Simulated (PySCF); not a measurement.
[DyH3(NH3)]− at several levels of theory

Computed with PySCF 2.14.0 (density fitting, no spin-orbit coupling) at the geometry relaxed with PBE0:

```xyz
8
[DyH3(NH3)]− (singlet in the valence; each metal's 4f electrons, 10 of them, lie in its core potential, out of spins and levels)
Dy    0.0478    0.0987    0.3283
H     1.2091    1.5611    1.6666
H    -1.2169   -1.5787    1.2630
H     0.6928   -0.1293   -1.9550
N    -1.4857    1.3683   -1.4597
H    -1.4691    2.3549   -1.7128
H    -0.7277    0.8841   -2.0033
H    -2.3777    0.9851   -1.7713
```

| level | basis | state | HOMO (eV) | gap (eV) | charge on Dy1 (e) | population of f-type functions on Dy1 (polarisation alone where 4f lies in the core) | dipole about the centre of mass (D) | largest force component (eV/Å) |
| --- | --- | --- | --- | --- | --- | --- | --- | --- |
| PBE0 | Dy lcecp-0-SVP with ECP56, H def2-SVP, N def2-SVP | singlet | – | – | -0.13 | 0.01 | 4.77 | 0.02 |
| r2SCAN | the same | singlet | – | – | -0.14 | 0.01 | 4.74 | 0.20 |
| PBE0 | Dy lcecp-0-TZVP with ECP56, H def2-TZVP, N def2-TZVP | singlet | – | – | 0.29 | 0.01 | 4.42 | 0.33 |

In the lcecp rows the 4f levels are missing from HOMO and gap, and the state counts the valence alone.

Charges are Mulliken's, which hang on the basis. The relaxation used the grid (50, 194), these runs (75, 302) or, all-electron (x2c bases, spin-free X2C Hamiltonian), (99, 590).

What does TPSSh with Dy lcecp-0-SVP with ECP56, H def2-SVP, N def2-SVP give here?

state singlet, charge on Dy1 (e) -0.03, population of f-type functions on Dy1 (polarisation alone where 4f lies in the core) 0.01, dipole about the centre of mass (D) 4.76, largest force component (eV/Å) 0.19. Time: 4.5 s on 2 threads of Arm Neoverse V1, with other jobs on the host, from an already converged density.

An lcecp potential fixes the number of 4f electrons, so in runs with it no electron can move into or out of that shell; real Dy(II) is rare or takes another configuration.
